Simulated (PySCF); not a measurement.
PySCF input (M06-2X/6-31G* with LANL2DZ past Ar (5d)):

```python
from pyscf import gto, dft

mol = gto.M(
    atom='''
    Ca   -0.00000000   -0.00000000   -1.07099997
    Cl    0.00000000    0.00000000    1.25999996
    ''',
    basis={'default': '6-31g*', 'Ca': 'lanl2dz'},
    ecp={'Ca': 'lanl2dz'},
    charge=0,
    spin=1,
    symmetry='C2v',
    verbose=4,
)

mf = dft.UKS(mol, xc='m062x')
mf.grids.level = 4
mf.conv_tol = 1e-9
mf.max_cycle = 100
mf.max_memory = 1500
mf.kernel()
if not mf.converged:
    mf = mf.newton()
    mf.kernel(mf.make_rdm1())
mf.dip_moment()
```

Output:

```
PySCF version 2.14.0

[INPUT] verbose = 4
[INPUT] num. atoms = 2
[INPUT] num. electrons = 27
[INPUT] charge = 0
[INPUT] spin (= nelec alpha-beta = 2S) = 1
[INPUT] symmetry C2v subgroup None
[INPUT] Mole.unit = angstrom
[INPUT] Symbol           X                Y                Z      unit          X                Y                Z       unit  Magmom
[INPUT]  1 Ca     0.000000000000   0.000000000000  -1.070999970000 AA    0.000000000000   0.000000000000  -2.023896622717 Bohr   0.0
[INPUT]  2 Cl     0.000000000000   0.000000000000   1.259999960000 AA    0.000000000000   0.000000000000   2.381054841363 Bohr   0.0

nuclear repulsion = 38.5929337442751
point group symmetry = Coov, use subgroup C2v
symmetry origin: [ 0.00000000e+00  0.00000000e+00 -4.08589439e-09]
symmetry axis x: [1. 0. 0.]
symmetry axis y: [0. 1. 0.]
symmetry axis z: [0. 0. 1.]
num. orbitals of irrep A1 = 15
num. orbitals of irrep A2 = 1
num. orbitals of irrep B1 = 7
num. orbitals of irrep B2 = 7
number of shells = 13
number of NR pGTOs = 71
number of NR cGTOs = 30
basis = {'default': '6-31g*', 'Ca': 'lanl2dz'}
ecp = {'Ca': 'lanl2dz'}

******** <class 'pyscf.dft.uks_symm.SymAdaptedUKS'> ********
method = SymAdaptedUKS
initial guess = minao
damping factor = 0
level_shift factor = 0
DIIS = <class 'pyscf.scf.diis.CDIIS'>
diis_start_cycle = 1
diis_space = 8
diis_damp = 0
SCF conv_tol = 1e-09
SCF conv_tol_grad = None
SCF max_cycles = 100
direct_scf = True
direct_scf_tol = 1e-13
number electrons alpha = 14  beta = 13
XC library pyscf.dft.libxc version 7.1.2
    S. Lehtola, C. Steigemann, M. J. T. Oliveira, and M. A. L. Marques,  SoftwareX 7, 1–5 (2018)
XC functionals = m062x
    Y. Zhao and D. G. Truhlar,  Theor. Chem. Acc. 120, 215 (2008)
    Y. Zhao and D. G. Truhlar,  Theor. Chem. Acc. 120, 215 (2008)
radial grids:
    Treutler-Ahlrichs [JCP 102, 346 (1995); DOI:10.1063/1.469408] (M4) radial grids

becke partition: Becke, JCP 88, 2547 (1988); DOI:10.1063/1.454033
pruning grids: <function nwchem_prune>
grids dens level: 4
symmetrized grids: C2v
atomic radii adjust function: <function treutler_atomic_radii_adjust>
small_rho_cutoff = 0
Freeze 0 electrons in irreps []
    27 free electrons in irreps A1 A2 B1 B2
Set gradient conv threshold to 3.16228e-05
tot grids = 58688
init E= -498.500962507612
alpha HOMO (A1) = 0.0287433882022872  LUMO (B2) = 0.0303034486988135
beta  HOMO (A1) = -0.30454376297657  LUMO (A1) = 0.0287433882022881

WARN: HOMO 0.0287433882022872 >= LUMO 0.0287433882022881

WARN: alpha-A1 HOMO 0.0287433882022872 > system LUMO 0.0287433882022881

WARN: beta-A1 LUMO 0.0287433882022881 < system HOMO 0.0287433882022872

cycle= 1 E= -496.197805344412  delta_E=  2.3  |g|= 0.797  |ddm|=  2.7
alpha HOMO (A1) = -0.218765744297685  LUMO (B1) = -0.087120316459216
beta  HOMO (B2) = -0.279695968794104  LUMO (A1) = -0.18639135097093
  HOMO = -0.218765744298  LUMO = -0.186391350971  gap/eV = 0.88095
cycle= 2 E= -496.626251401004  delta_E= -0.428  |g|= 0.301  |ddm|=  2.6
alpha HOMO (A1) = -0.193070536571148  LUMO (B2) = -0.0392754930753713
beta  HOMO (B1) = -0.411705250617483  LUMO (A1) = -0.126120665183463
  HOMO = -0.193070536571  LUMO = -0.126120665183  gap/eV = 1.82180
cycle= 3 E= -496.679007092777  delta_E= -0.0528  |g|= 0.123  |ddm|= 0.659
alpha HOMO (A1) = -0.19513075727597  LUMO (B1) = -0.0286254609103255
beta  HOMO (B1) = -0.340223606053193  LUMO (A1) = -0.145864225768348
  HOMO = -0.195130757276  LUMO = -0.145864225768  gap/eV = 1.34061
cycle= 4 E= -496.689824442177  delta_E= -0.0108  |g|= 0.0124  |ddm|= 0.201
alpha HOMO (A1) = -0.19835685681952  LUMO (B1) = -0.0297479681248446
beta  HOMO (B2) = -0.339674169645446  LUMO (A1) = -0.188914277983284
  HOMO = -0.19835685682  LUMO = -0.188914277983  gap/eV = 0.25695
cycle= 5 E= -496.690186256947  delta_E= -0.000362  |g|= 0.00452  |ddm|= 0.055
alpha HOMO (A1) = -0.198719912971329  LUMO (B1) = -0.030228584522045
beta  HOMO (B1) = -0.339470486201955  LUMO (A1) = -0.190097962246312
  HOMO = -0.198719912971  LUMO = -0.190097962246  gap/eV = 0.23462
cycle= 6 E= -496.690230470495  delta_E= -4.42e-05  |g|= 0.00164  |ddm|= 0.0248
alpha HOMO (A1) = -0.198870550686443  LUMO (B1) = -0.0305639358039019
beta  HOMO (B1) = -0.33970614913752  LUMO (A1) = -0.18387547485894
  HOMO = -0.198870550686  LUMO = -0.183875474859  gap/eV = 0.40804
cycle= 7 E= -496.690235034241  delta_E= -4.56e-06  |g|= 0.000474  |ddm|= 0.00848
alpha HOMO (A1) = -0.198997212454968  LUMO (B1) = -0.0307261881865754
beta  HOMO (B1) = -0.339462446642467  LUMO (A1) = -0.185118581477378
  HOMO = -0.198997212455  LUMO = -0.185118581477  gap/eV = 0.37766
cycle= 8 E= -496.690235810453  delta_E= -7.76e-07  |g|= 0.000128  |ddm|= 0.00348
alpha HOMO (A1) = -0.199003898989691  LUMO (B2) = -0.0307286515221795
beta  HOMO (B1) = -0.339472984000073  LUMO (A1) = -0.184855932276106
  HOMO = -0.19900389899  LUMO = -0.184855932276  gap/eV = 0.38499
cycle= 9 E= -496.690235837989  delta_E= -2.75e-08  |g|= 2.58e-05  |ddm|= 0.000618
alpha HOMO (A1) = -0.199003851420393  LUMO (B1) = -0.0307298315114429
beta  HOMO (B1) = -0.339470929462044  LUMO (A1) = -0.184923885357493
  HOMO = -0.19900385142  LUMO = -0.184923885357  gap/eV = 0.38314
cycle= 10 E= -496.6902358395  delta_E= -1.51e-09  |g|= 4.77e-06  |ddm|= 0.000103
alpha HOMO (A1) = -0.19900359998462  LUMO (B2) = -0.0307294756830753
beta  HOMO (B1) = -0.339471955764095  LUMO (A1) = -0.184912026742993
  HOMO = -0.199003599985  LUMO = -0.184912026743  gap/eV = 0.38345
cycle= 11 E= -496.690235839549  delta_E= -4.88e-11  |g|= 6.49e-07  |ddm|= 2.15e-05
alpha HOMO (A1) = -0.199003566966108  LUMO (B1) = -0.03072943182482
beta  HOMO (B2) = -0.339472037980692  LUMO (A1) = -0.184912495788295
  HOMO = -0.199003566966  LUMO = -0.184912495788  gap/eV = 0.38344
Extra cycle  E= -496.690235839551  delta_E= -2.39e-12  |g|= 2.91e-07  |ddm|= 2.93e-06
converged SCF energy = -496.690235839551  <S^2> = 0.75200331  2S+1 = 2.0020023
Dipole moment(X, Y, Z, Debye):  0.00000,  0.00000, -4.58199
```
